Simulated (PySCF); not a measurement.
C2H6AlFIN, SMILES C[N](C)[Al]([F])[I].

Geometry: PBE0-D3(BJ)/def2-SVP. The def2 effective core potentials stand for the cores of I; spin–orbit coupling is left out. The values are those of a single conformer.

The numbers are results of TDA-B3LYP/def2-SVPD in PySCF, not measurements.

Vertical excitations. Gas-phase values at a fixed geometry. State labels are in the subgroup Cs.

```
state  symmetry  energy (eV)  λ (nm)      f                                                             main pairs
-----  --------  -----------  ------  -----  ---------------------------------------------------------------------
S1           A"         4.41     281  0.005                                                         HOMO→LUMO 99 %
S2           A'         5.44     228  0.023                                     HOMO−1→LUMO 77 %, HOMO→LUMO+1 21 %
S3           A'         5.54     224  0.183                                     HOMO→LUMO+1 74 %, HOMO−1→LUMO 22 %
S4           A"         5.65     219  0.054                                                       HOMO−2→LUMO 98 %
S5           A"         6.02     206  0.025                                                       HOMO→LUMO+2 98 %
S6           A"         6.06     205  0.000                                                     HOMO−1→LUMO+1 99 %
S7           A"         6.38     194  0.004                                                       HOMO→LUMO+3 85 %
S8           A'         6.51     190  0.013                                                     HOMO−2→LUMO+1 87 %
S9           A"         6.80     182  0.003  HOMO→LUMO+4 61 %, HOMO→LUMO+6 16 %, HOMO→LUMO+7 11 %, HOMO→LUMO+3 9 %
S10          A"         7.03     176  0.012                                     HOMO→LUMO+7 63 %, HOMO→LUMO+6 31 %
T1           A"         4.13     300      0                                                         HOMO→LUMO 97 %
T2           A'         4.56     272      0                                                       HOMO→LUMO+1 97 %
T3           A'         5.18     240      0                                                       HOMO−1→LUMO 97 %
T4           A"         5.29     234      0                                                       HOMO−2→LUMO 96 %
```
Triplets are in the Tamm–Dancoff approximation.
